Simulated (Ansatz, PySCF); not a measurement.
Gas-phase reaction in SMILES: C[SiH3] [methylsilane] -> C[SiH2] + H atom (the H-Si bond at the site shown breaks; other sites are not compared here)
Structures are relaxed separately at B3LYP-D3(BJ)/def2-TZVP in Ansatz (a first-principles code).

Property: bond dissociation energy (electronic energy difference), in kcal/mol. Correlated levels leave the core frozen unless marked. Open shells are spin-unrestricted. No spin-orbit coupling. No relativistic terms. CBS(X,Y): correlation extrapolated as X^-3; Hartree-Fock from the larger set. The bracket is a focal-point correction in the basis named.

```csv
level,program,bond dissociation energy (kcal/mol)
HF-D4/def2-TZVPD,PySCF + dftd4,77.5
RI-HF/aug-cc-pV(T+d)Z,Ansatz,76.9
PBE-D4/def2-TZVPD,Ansatz + dftd4,91.5
revPBE-D4/def2-TZVPD,Ansatz + dftd4,90.5
revPBE/def2-TZVPD,Ansatz,89.9
M06-L/def2-TZVPD,PySCF,97.1
r2SCAN-D3(BJ)/def2-TZVPD,Ansatz + dftd3,92.6
```

Estimate the value at RI-MP2/CBS(def2-TZVPPD,def2-QZVPPD)+[CCSD(T)-MP2]/def2-TZVPPD as computed with Ansatz.

98.0 kcal/mol
